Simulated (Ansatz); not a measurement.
C$_{2}$H$_{3}$BO, SMILES `C#CBO`, relaxed with RKS PBE-D4/def2-SVP in Ansatz 0.2.0 from a rough embedded geometry. The force threshold is 0.03 eV/Å; the program also tests the step.

Charge 0, multiplicity 1.

Start:

```xyz
7

C    -1.128    0.753   -1.375
C    -0.571    0.214   -0.437
B     0.175   -0.495    0.713
O     1.296    0.043    1.327
H    -1.652    1.283   -2.092
H    -0.210   -1.591    1.049
H     2.090   -0.207    0.816
```

```json
{"step": "1", "energy (eV)": "-4835.1859", "largest force (eV/Å)": "2.146", "largest move (Å)": "0.000"}
{"step": "2", "energy (eV)": "-4835.2514", "largest force (eV/Å)": "0.933", "largest move (Å)": "0.101"}
{"step": "3", "energy (eV)": "-4835.3204", "largest force (eV/Å)": "0.992", "largest move (Å)": "0.078"}
{"step": "4", "energy (eV)": "-4835.4015", "largest force (eV/Å)": "2.762", "largest move (Å)": "0.200"}
{"step": "5", "energy (eV)": "-4835.7591", "largest force (eV/Å)": "1.634", "largest move (Å)": "0.200"}
{"step": "6", "energy (eV)": "-4835.9363", "largest force (eV/Å)": "0.858", "largest move (Å)": "0.200"}
{"step": "7", "energy (eV)": "-4835.9571", "largest force (eV/Å)": "0.194", "largest move (Å)": "0.084"}
{"step": "8", "energy (eV)": "-4835.9581", "largest force (eV/Å)": "0.152", "largest move (Å)": "0.013"}
{"step": "9", "energy (eV)": "-4835.9587", "largest force (eV/Å)": "0.028", "largest move (Å)": "0.007"}
```

End:

```xyz
7

C    -1.031    0.779   -1.311
C    -0.493    0.142   -0.407
B     0.170   -0.658    0.725
O     1.433   -0.384    1.153
H    -1.512    1.334   -2.107
H    -0.405   -1.569    1.285
H     1.837    0.357    0.662
```

Run time 8.5 s (2 threads of an Arm Neoverse V2 on a shared host); peak host memory 0.13 GiB.
